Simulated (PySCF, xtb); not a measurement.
C3H5ClOSi, SMILES [Si@@H]1(Cl)CC=CO1.

xtb 6.7.1 with GFN2-xTB at its own geometry gives an orbital gap of 4.92 eV and a dipole moment of 2.40 D.

Geometry optimised at B3LYP-D3(BJ)/def2-SVP. The structure was generated by enumeration; whether it is a known compound was not checked. One conformer was computed; it need not be the lowest.

**Question.** What does PBE/def2-TZVP in PySCF give? (The exact figures need the calculation; the answer reports its results.)

**Answer.** gap 4.90 eV (levels -5.62 and -0.72 eV), dipole 1.87 D.
